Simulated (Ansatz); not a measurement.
This geometry of FH + H2O + H4Sn (10 atoms, charge 0, multiplicity 1) is a first-order saddle point.

Computed with UKS PBE0-D4/def2-SVP in Ansatz.

```xyz
10
Properties=species:S:1:pos:R:3
Sn -0.908 -0.807 -0.138
H 1.059 -0.970 0.453
H -0.390 -1.785 -1.447
H -1.260 -1.541 1.363
H -2.358 -0.027 -0.694
H 0.919 1.282 0.167
O -0.183 1.227 0.078
H 1.608 -0.196 0.408
F 2.091 0.930 0.315
H -0.577 1.886 -0.504
```

**Question.** Which two structures does it join? (They come from a converged band through this point; their orientation in space is the band's.)

**Answer.** Bonds broken: Sn1–H2, H6–O7, H8–F9. Bonds formed: Sn1–O7, H2–H8, H6–F9. FH + H2O + H4Sn becomes FH + H2 + H4OSn.

First end point:

```xyz
10
Properties=species:S:1:pos:R:3
Sn -0.826 -1.193 -0.315
H 0.853 -0.914 -0.655
H -1.042 -2.833 -0.799
H -1.136 -1.073 1.353
H -1.789 -0.210 -1.319
H 0.584 1.605 0.775
O -0.342 1.593 0.487
H 1.803 0.075 0.135
F 2.251 0.753 0.602
H -0.356 2.197 -0.263
```

Last end point:

```xyz
10
Properties=species:S:1:pos:R:3
Sn -1.368 -0.609 0.090
H 2.505 -0.085 -1.355
H -0.299 -1.756 -0.579
H -1.726 -0.820 1.736
H -2.761 -0.398 -0.887
H 0.762 0.783 0.940
O -0.449 1.203 0.070
H 2.259 -0.040 -0.635
F 1.331 0.184 1.432
H -0.254 1.539 -0.813
```

**Question.** How far does it lie above each of them?

**Answer.** 1.07 eV above the first and 1.06 eV above the second. This is the barrier of this one path; another mechanism may lie lower. The orbitals stay closed-shell, which can raise the energy where a bond breaks towards radicals; this wasn't checked here.

Time of the run: 6.1 min on 2 threads of AMD EPYC 9R14 (Zen 4), with other jobs on the host, peak memory 0.28 GiB.
